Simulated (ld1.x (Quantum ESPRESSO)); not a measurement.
Configuration tests for indium (In) (RRKJ)

ld1.x (Quantum ESPRESSO) 7.5 input, shortened:

```
&input
   title='In', zed=49., rel=2, dft='PBE', iswitch=3,
   config='[Kr] 4d10 5s2 5p1 5d-2', rel_dist='average'
 /
 &inputp
   pseudotype=2, tm=.false., rho0=0.005, lloc=0,
   nlcc=.false.
 /
3
5P  2  1   1.00   0.00  2.80  2.80  0.0
5D  3  2  -2.00   0.30  4.62  4.62  0.0
5S  1  0   2.00   0.00  2.40  2.40  0.0
 &test
   configts(1)='5s2 5p1'
 /
```

Open shells are filled in proportion to 2j + 1 (rel_dist='average').

Energies are relative to the spin-unpolarised reference configuration 5s2 5p1; without spin polarisation the order of configurations can differ from experiment.

```
valence configuration  charge  ΔE all-electron (eV)  error AE − PS (meV)
              5s2 5p0      +1                 5.374                  +24
            5s2 5p0.5    +0.5                 1.945                 +4.1
              5s1 5p1      +1                11.953                 +9.3
              5s1 5p2       0                 5.829                  +20
            5s2 5p1.3    -0.3                -0.534                 +0.8
              5s0 5p3       0                11.921                  +98
```

(1) What are ΔE and the potential's error for 5s1 5p0?

## Answers

(1) ΔE = 24.609 eV all-electron; the error (AE − PS) is +117 meV.
